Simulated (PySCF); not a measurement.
**Working out the electron affinity of Pb**

Pb⁻ [Xe] 4f14 5d10 6s2 6p3 (4S) → Pb [Xe] 4f14 5d10 6s2 6p2 (3P). All numbers are calculated (PySCF 2.14, a scalar-relativistic core potential, in aug-cc-pVQZ-PP with ECP60MDF (7s7p5d3f2g, 92 functions)). Frozen: 5s2 5p6 5d10. Energies in hartree (1 hartree = 27.21139 eV):

| part | Pb⁻ (lower) | Pb (upper) |
| --- | --- | --- |
| UHF | -191.867995 | -191.836173 |
| MP2 opposite-spin | -0.037297 | -0.032782 |
| MP2 same-spin | -0.016452 | -0.007435 |

**Question.** What does Hartree-Fock give?

**Answer.** (-191.836173) − (-191.867995) = 0.031822 hartree = 0.866 eV.

**Question.** What do MP2 and SCS-MP2 (6/5 opposite-spin, 1/3 same-spin) give?

**Answer.** The opposite-spin parts differ by 0.123 eV and the same-spin parts by 0.245 eV. MP2: 0.866 + (0.123) + (0.245) = 1.234 eV. SCS-MP2: 0.866 + 1.2 × (0.123) + (0.245)/3 = 1.095 eV.

Reference: 0.357 eV (measured; photodetachment measurements, as compiled on the Wikipedia data page of electron affinities), between the lowest levels; spin-orbit coupling is absent from the calculation.

What remains against the reference includes basis incompleteness, the frozen core and correlation beyond second order.
